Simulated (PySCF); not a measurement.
Cyclopropylbenzene, C₉H₁₀.
Atom-mapped SMILES: `[cH:1]1[cH:2][cH:3][c:4]([CH:5]2[CH2:6][CH2:7]2)[cH:8][cH:9]1` (hydrogens: H10 on C1; H11 on C2; H12 on C3; H13 on C5; H14, H15 on C6; H16, H17 on C7; H18 on C8; H19 on C9)

Structure used (GFN2-xTB), in Å, numbered top down from 1:
```
atom  x, y, z in Å
C1     2.7935   -0.0509   -0.2119
C2     2.2066    1.0625   -0.7879
C3     0.8329    1.2160   -0.7590
C4     0.0180    0.2641   -0.1527
C5    -1.4470    0.4640   -0.1392
C6    -2.2810    0.0312    1.0389
C7    -2.3935   -0.7025   -0.2552
C8     0.6210   -0.8495    0.4251
C9     1.9944   -1.0056    0.3934
H10    3.8662   -0.1742   -0.2349
H11    2.8207    1.8148   -1.2618
H12    0.3826    2.0874   -1.2137
H13   -1.7577    1.3786   -0.6310
H14   -3.0963    0.6701    1.3431
H15   -1.7769   -0.4490    1.8637
H16   -1.9682   -1.6918   -0.3262
H17   -3.2865   -0.5724   -0.8477
H18    0.0170   -1.6051    0.9055
H19    2.4445   -1.8786    0.8442
```

The calculation used PBE0/pcSseg-1 in PySCF (dipole) on a GFN2-xTB geometry, gas phase.

Masses are those of the commonest isotopes; rigid-rotor values at the optimised geometry. The values belong to one conformer with, in the numbering `[cH:1]1[cH:2][cH:3][c:4]([CH:5]2[CH2:6][CH2:7]2)[cH:8][cH:9]1`, C3–C4–C5–C6 -144°.

Question: What are A, B and C (MHz)?

Answer: Ia = 117.79, Ib = 450.61, Ic = 528.83 u·Å²; 505379 MHz·u·Å²/I gives A = 4291, B = 1122, C = 955.6 MHz.

Question: What kind of rotor is it?

Answer: A near-prolate asymmetric top: κ = (2 × 1122 − 4291 − 955.6)/(4291 − 955.6) = -0.90.

Question: Is it planar, by Δ = Ic − Ia − Ib?

Answer: Not planar: Δ = Ic − Ia − Ib = -39.57 u·Å². For a rigid frame Δ = −2 Σ m c², so Σ m c² = 19.78 u·Å² lies off the ab plane: 6.43 from hydrogen and 13.36 from heavier atoms. The atom farthest from that plane is 1.27 Å away.

Question: Give the other two planar moments, Paa and Pbb, and the rms extents of the mass along the axes.

Answer: Paa = Σ m a² = (Ib + Ic − Ia)/2 = 430.83 and Pbb = Σ m b² = (Ia + Ic − Ib)/2 = 98.01 u·Å². With the mass M = 118.08 u, the rms extents √(P/M) along a, b and c are 1.91, 0.91, 0.41 Å.

Question: Predict some low-J microwave lines.

Answer: The dipole components are |μa| = 0.54 D, |μb| = 0.09 D, |μc| = 0.00 D; the mirror of this Cs structure is the ab plane, so μc vanishes by symmetry and there are no c-type lines. The squared components, which scale the intensities, stand as 1.00 : 0.03 (a : b). Some lines, for components of 0.1 D or more:

| type | branch | J(Ka,Kc) | MHz | lower level (cm⁻¹) |
| --- | --- | --- | --- | --- |
| a | Q | 2(1,1) ← 2(1,2) | 498 | 0.308 |
| a | R | 1(0,1) ← 0(0,0) | 2077 | 0.000 |
| a | R | 2(1,2) ← 1(1,1) | 3988 | 0.175 |
| a | R | 2(0,2) ← 1(0,1) | 4148 | 0.069 |
| a | R | 2(1,1) ← 1(1,0) | 4320 | 0.181 |

Stationary, but not proved a minimum. These are rigid-rotor constants of the computed structure; measured ground-state constants (B0) also hold zero-point vibration.
